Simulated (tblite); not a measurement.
C6H5FN (doublet state).
Numbering: `[CH2:1]=[CH:2][C:3]1=[CH:4][C:5]([F:6])=[CH:7][N:8]1` (hydrogens: H9, H10 on C1; H11 on C2; H12 on C4; H13 on C7)

Computed geometry: GFN2-xTB, gas phase. This method treats the open shell by occupation alone, without spin polarisation.

Q: What internal coordinates does the optimisation give?

A: 
```json
{"bond": "C1=C2", "length (Å)": "1.346", "order": "double"}
{"bond": "C2–C3", "length (Å)": "1.416", "order": "single"}
{"bond": "C3–C4", "length (Å)": "1.427", "order": "aromatic"}
{"bond": "C4–C5", "length (Å)": "1.364", "order": "aromatic"}
{"bond": "C5–F6", "length (Å)": "1.333", "order": "single"}
{"bond": "C5–C7", "length (Å)": "1.449", "order": "aromatic"}
{"bond": "C7–N8", "length (Å)": "1.300", "order": "aromatic"}
{"bond": "C3–N8", "length (Å)": "1.383", "order": "aromatic"}
{"bond": "C1–H9", "length (Å)": "1.076", "order": "single"}
{"bond": "C1–H10", "length (Å)": "1.076", "order": "single"}
{"bond": "C2–H11", "length (Å)": "1.082", "order": "single"}
{"bond": "C4–H12", "length (Å)": "1.071", "order": "single"}
{"bond": "C7–H13", "length (Å)": "1.074", "order": "single"}
```

Orders are formal, as drawn. A selection of angles:
```json
{"angle": "C2–C1–H9", "degrees": "119.7"}
{"angle": "C2–C1–H10", "degrees": "122.0"}
{"angle": "H9–C1–H10", "degrees": "118.3"}
{"angle": "C1–C2–C3", "degrees": "122.6"}
{"angle": "C1–C2–H11", "degrees": "120.9"}
{"angle": "C3–C2–H11", "degrees": "116.5"}
{"angle": "C2–C3–C4", "degrees": "127.1"}
{"angle": "C2–C3–N8", "degrees": "122.0"}
{"angle": "C4–C3–N8", "degrees": "110.9"}
{"angle": "C3–C4–C5", "degrees": "104.5"}
{"angle": "C3–C4–H12", "degrees": "126.7"}
{"angle": "C5–C4–H12", "degrees": "128.8"}
{"angle": "C4–C5–F6", "degrees": "128.3"}
{"angle": "C4–C5–C7", "degrees": "107.3"}
{"angle": "F6–C5–C7", "degrees": "124.4"}
{"angle": "C5–C7–N8", "degrees": "110.6"}
{"angle": "C5–C7–H13", "degrees": "126.7"}
{"angle": "N8–C7–H13", "degrees": "122.7"}
{"angle": "C3–N8–C7", "degrees": "106.7"}
```

Dihedral angles: C1–C2–C3–C4 180° (antiperiplanar).

The C–C distances run from 1.346 Å (C1=C2, drawn double) to 1.449 Å (C5–C7, aromatic), a spread of 0.103 Å. N8 (nitrogen bonded to 2 C) is bent (angle 106.7°). C5 (carbon bonded to 2 C and F) is planar (angles 128.3°, 124.4° and 107.3°, sum 360.0°, 0.00 Å off the plane of its three neighbours). C2 (carbon bonded to 2 C and H) is planar (angles 122.6°, 120.9° and 116.5°, sum 360.0°, 0.00 Å off the plane of its three neighbours). C4 (carbon bonded to 2 C and H) is planar (angles 128.8°, 126.7° and 104.5°, sum 360.0°, 0.00 Å off the plane of its three neighbours). The 8 heavy atoms lie in one plane (0.000 Å rms). Of the pairs four or more bonds apart, N8···H9 is among the closest relative to their van der Waals radii: 2.54 Å, 92 % of the sum of Bondi's values.

Point group: Cs (every atom within 0.08 Å of its image). Its GFN2-xTB frequencies are all real (lowest 91 cm⁻¹).

One conformer stands for the species.
